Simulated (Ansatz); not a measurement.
CH4ClFGaN, SMILES `C[NH][Ga]([F])[Cl]`. The species carries charge 0 and has multiplicity 1. Geometry: relaxed with PBE0-D4/def2-TZVP. It is one conformer, not always the lowest.

```xyz
9

C     0.387   -1.245    0.313
N     0.363   -0.029   -0.471
Ga   -0.615    1.429   -0.128
F    -1.650    1.417    1.278
Cl   -0.609    3.184   -1.314
H     1.387   -1.456    0.708
H     0.062   -2.114   -0.271
H    -0.288   -1.152    1.164
H     0.963   -0.034   -1.279
```

Problem. What is the dipole moment at ωB97M-V/def2-TZVPP? (Best estimate.)

Solution. The calculation gave: 2.95 D, with components (1.78, -2.13, -0.98) D in this frame, pointing from negative to positive charge.

Problem. And with PBE, r2SCAN, B3LYP? (Estimate.)

Solution. Computed: PBE 3.01 D, r2SCAN 3.05 D, B3LYP 3.03 D.

Problem. Give the Mulliken charges with ωB97M-V, B3LYP, PBE in def2-TZVPP. (An estimate is asked.)

Solution. The calculation gave: 
```
atom  ωB97M-V  B3LYP    PBE
  C1    -0.22  -0.17  -0.18
  N2    -0.28  -0.28  -0.23
 Ga3     0.65   0.64   0.54
  F4    -0.38  -0.38  -0.34
 Cl5    -0.23  -0.25  -0.23
  H6     0.12   0.10   0.10
  H7     0.12   0.10   0.10
  H8     0.11   0.10   0.10
  H9     0.11   0.14   0.15
```

B3LYP here is the variant with VWN-RPA as its local correlation; programs differ in this.
